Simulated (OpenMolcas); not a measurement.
**Ionisation energies of rhodium**

```json
{"Program": "OpenMolcas", "Basis": "ANO-RCC-VTZP [7s6p4d2f1g]", "Scalar Hamiltonian": "DKH2, point nucleus", "Spin-orbit coupling": "RASSI with atomic mean-field integrals over the reference wave functions, term energies averaged over their components"}
```

Active shells in each charge state: the valence d shell, with orbitals averaged over the low states. Where CASPT2's correlated closed shells are named, they are those of the first ion.

A. CASSCF
B. SS-CASPT2, IPEA 0.25 Eh, imaginary shift 0.1 Eh (closed shells correlated: 4s 4p)
C. SS-CASPT2, IPEA 0.25 Eh, imaginary shift 0.1 Eh (closed shells correlated: none)
D. SS-CASPT2, IPEA 0.25 Eh, imaginary shift 0.1 Eh (closed shells correlated: 3d 4s 4p)
E. SS-CASPT2, IPEA 0 Eh, imaginary shift 0.1 Eh (closed shells correlated: 4s 4p)

Energies in eV between the lowest computed levels, named as in B; reference values from the NIST Atomic Spectra Database with their kind.

```json
{"From": "Rh2+ 4d⁷ ⁴F_9/2", "To": "Rh3+ 4d⁶ ⁵D₄", "A": "29.339", "B": "30.804", "C": "30.712", "D": "30.794", "E": "30.812", "Spin-orbit share in B": "+0.062", "Reference": "31.060 (semi-empirical)"}
{"From": "Rh3+ 4d⁶ ⁵D₄", "To": "Rh4+ 4d⁵ ⁶S_5/2", "A": "42.841", "B": "44.262", "C": "44.129", "D": "44.254", "E": "44.224", "Spin-orbit share in B": "+0.173", "Reference": "42.000 (theoretical)"}
{"From": "Rh4+ 4d⁵ ⁶S_5/2", "To": "Rh5+ 4d⁴ ⁵D₀", "A": "63.298", "B": "64.124", "C": "63.986", "D": "64.095", "E": "64.203", "Spin-orbit share in B": "-0.312", "Reference": "63.000 (theoretical)"}
{"From": "Rh5+ 4d⁴ ⁵D₀", "To": "Rh6+ 4d³ ⁴F_3/2", "A": "79.179", "B": "80.020", "C": "79.769", "D": "79.992", "E": "80.069", "Spin-orbit share in B": "-0.141", "Reference": "80.000 (theoretical)"}
{"From": "Rh6+ 4d³ ⁴F_3/2", "To": "Rh7+ 4d² ³F₂", "A": "96.996", "B": "97.817", "C": "97.365", "D": "97.788", "E": "97.904", "Spin-orbit share in B": "-0.036", "Reference": "97.000 (theoretical)"}
{"From": "Rh7+ 4d² ³F₂", "To": "Rh8+ 4d ²D_3/2", "A": "115.713", "B": "116.450", "C": "115.853", "D": "116.418", "E": "116.513", "Spin-orbit share in B": "+0.097", "Reference": "115.100 (theoretical)"}
```

The lowest level within the active space need not be the ion's true ground level.
